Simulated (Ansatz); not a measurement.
`Cc1csc(-c2sc(-c3sc(-c4sc(-c5sc(-c6sccc6C)cc5C)cc4C)cc3C)cc2C)c1` with charge -1. Total charge -1; doublet. Geometry r2SCAN-D4/def2-SVP, that of the neutral singlet; atoms count from 1.

```xyz
62

C    -1.916   -1.998  -11.405
C    -1.072   -1.731  -10.195
C     0.298   -1.889  -10.146
S     0.950   -1.497   -8.599
C    -0.633   -1.127   -7.955
C    -0.789   -0.709   -6.582
S     0.369   -1.223   -5.383
C    -0.439   -0.342   -4.108
C     0.026   -0.338   -2.747
S    -0.944    0.475   -1.541
C     0.175    0.084   -0.257
C    -0.036    0.477    1.109
S     1.133   -0.027    2.308
C     0.269    0.766    3.603
C     0.712    0.734    4.970
S    -0.299    1.468    6.195
C     0.822    1.077    7.471
C     0.545    1.459    8.835
S    -0.468    2.844    9.168
C    -0.329    2.618   10.866
C     0.468    1.539   11.168
C     0.976    0.861   10.022
C     1.836   -0.363   10.103
C     1.911    0.392    6.949
C     1.866    0.189    5.546
C     2.952   -0.518    4.793
C    -0.870    1.382    3.092
C    -1.058    1.231    1.700
C    -2.224    1.823    0.968
C     1.240   -0.647   -0.777
C     1.174   -0.894   -2.167
C     2.226   -1.661   -2.908
C    -1.563    0.296   -4.625
C    -1.774    0.102   -6.011
C    -2.904    0.732   -6.767
C    -1.596   -1.298   -8.940
H    -2.466   -1.094  -11.716
H    -1.303   -2.330  -12.255
H    -2.667   -2.779  -11.202
H     0.961   -2.215  -10.948
H    -0.842    3.294   11.550
H     0.681    1.222   12.191
H     2.907   -0.123    9.987
H     1.577   -1.089    9.315
H     1.717   -0.856   11.079
H     2.757    0.074    7.560
H     3.768   -0.803    5.474
H     2.583   -1.437    4.308
H     3.380    0.115    3.998
H    -1.564    1.942    3.724
H    -2.838    1.047    0.480
H    -1.898    2.519    0.176
H    -2.872    2.379    1.661
H     2.066   -1.001   -0.155
H     3.043   -1.946   -2.230
H     2.658   -1.072   -3.733
H     1.820   -2.585   -3.354
H    -2.219    0.915   -4.008
H    -3.741    0.027   -6.912
H    -3.299    1.601   -6.220
H    -2.581    1.065   -7.766
H    -2.662   -1.158   -8.755
```

Single mean-field runs in def2-SVP are fitted with def2-universal-jkfit.

Q: Estimate the Mulliken populations of the heavy atoms from the PBE0/def2-SVP orbitals of Ansatz.

A: 
| atom | charge (e) | spin (α − β) |
| --- | --- | --- |
| C1 | 0.03 | 0.00 |
| C2 | -0.11 | -0.03 |
| C3 | -0.15 | 0.06 |
| S4 | 0.08 | 0.02 |
| C5 | -0.13 | -0.03 |
| C6 | -0.12 | 0.09 |
| S7 | 0.06 | 0.04 |
| C8 | -0.09 | 0.00 |
| C9 | -0.08 | 0.08 |
| S10 | 0.03 | 0.06 |
| C11 | -0.09 | 0.06 |
| C12 | -0.08 | 0.03 |
| S13 | 0.03 | 0.07 |
| C14 | -0.09 | 0.12 |
| C15 | -0.08 | -0.02 |
| S16 | 0.07 | 0.05 |
| C17 | -0.12 | 0.13 |
| C18 | -0.13 | -0.04 |
| S19 | 0.08 | 0.02 |
| C20 | -0.13 | 0.08 |
| C21 | -0.03 | -0.04 |
| C22 | -0.11 | 0.08 |
| C23 | 0.03 | -0.01 |
| C24 | -0.04 | -0.06 |
| C25 | -0.15 | 0.10 |
| C26 | 0.04 | -0.01 |
| C27 | -0.07 | -0.02 |
| C28 | -0.13 | 0.04 |
| C29 | 0.04 | 0.00 |
| C30 | -0.08 | 0.03 |
| C31 | -0.12 | -0.01 |
| C32 | 0.03 | 0.00 |
| C33 | -0.08 | 0.07 |
| C34 | -0.08 | -0.05 |
| C35 | 0.03 | 0.00 |
| C36 | -0.02 | 0.06 |
Mulliken values and Mayer orders depend strongly on the basis.

Q: Where does the spin sit?

A: Summed by element: C 0.73, S 0.27, H 0.00, of 1 unpaired in all. Largest on single atoms: C17 0.13, C14 0.12, C25 0.10.

Q: And the Mayer bond orders between bonded heavy atoms (over 0.3, the first 40 of 41)?

A: C1–C2 1.07 (1.50 Å); C2–C3 1.56 (1.38 Å); C2–C36 1.26 (1.43 Å); C3–S4 1.11 (1.72 Å); S4–C5 1.13 (1.75 Å); C5–C6 1.15 (1.44 Å); C5–C36 1.48 (1.39 Å); C6–S7 1.07 (1.74 Å); C6–C34 1.48 (1.40 Å); S7–C8 1.08 (1.75 Å); C8–C9 1.25 (1.44 Å); C8–C33 1.39 (1.39 Å); C9–S10 1.06 (1.75 Å); C9–C31 1.41 (1.40 Å); S10–C11 1.07 (1.75 Å); C11–C12 1.27 (1.44 Å); C11–C30 1.37 (1.39 Å); C12–S13 1.07 (1.75 Å); C12–C28 1.39 (1.40 Å); S13–C14 1.06 (1.75 Å); C14–C15 1.25 (1.44 Å); C14–C27 1.37 (1.39 Å); C15–S16 1.09 (1.75 Å); C15–C25 1.42 (1.40 Å); S16–C17 1.08 (1.74 Å); C17–C18 1.17 (1.44 Å); C17–C24 1.43 (1.39 Å); C18–S19 1.12 (1.75 Å); C18–C22 1.49 (1.40 Å); S19–C20 1.13 (1.72 Å); C20–C21 1.53 (1.38 Å); C21–C22 1.29 (1.43 Å); C22–C23 1.10 (1.50 Å); C24–C25 1.33 (1.42 Å); C25–C26 1.10 (1.50 Å); C27–C28 1.38 (1.41 Å); C28–C29 1.10 (1.50 Å); C30–C31 1.37 (1.41 Å); C31–C32 1.10 (1.50 Å); C33–C34 1.33 (1.42 Å).
